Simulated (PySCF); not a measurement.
A calculated (UHF, PySCF 2.14, x2c-TZVPPall, the spin-free X2C one-electron Hamiltonian (Gaussian nucleus)) atom or ion has these occupied shells.

| shell | electrons | orbital energy (eV) | rms radius, mean of both spins (bohr) |
| --- | --- | --- | --- |
| 1s α | 1 | -59686.2 | 0.0227 |
| 1s β | 1 | -59686.2 | 0.0227 |
| 2s α | 1 | -10199.1 | 0.0917 |
| 2s β | 1 | -10199.1 | 0.0917 |
| 2p α | 3 | -9020.3 | 0.0829 |
| 2p β | 3 | -9020.3 | 0.0829 |
| 3s α | 1 | -2347.7 | 0.235 |
| 3s β | 1 | -2346.9 | 0.235 |
| 3p α | 3 | -1982.5 | 0.236 |
| 3p β | 3 | -1981.6 | 0.236 |
| 3d α | 5 | -1520.2 | 0.216 |
| 3d β | 5 | -1519.2 | 0.216 |
| 4s α | 1 | -490.32 | 0.530 |
| 4s β | 1 | -488.30 | 0.530 |
| 4p α | 3 | -367.57 | 0.563 |
| 4p β | 3 | -365.36 | 0.563 |
| 4d α | 5 | -199.58 | 0.619 |
| 4d β | 5 | -196.75 | 0.619 |
| 5s α | 1 | -64.913 | 1.33 |
| 5s β | 1 | -64.263 | 1.33 |
| 5p α | 3 | -33.676 | 1.60 |
| 5p β | 3 | -33.211 | 1.60 |
| 4f α | 7 | -14.208 | 0.885 |
| 4f β | 6 | -12.791 | 0.885 |
| 6s α | 1 | -5.279 | 4.58 |
| 6s β | 1 | -5.254 | 4.58 |

(1) Name the element and its charge.

Answers

(1) Tm (thulium, neutral), in [Xe] 4f13 6s2, 2F determinant.
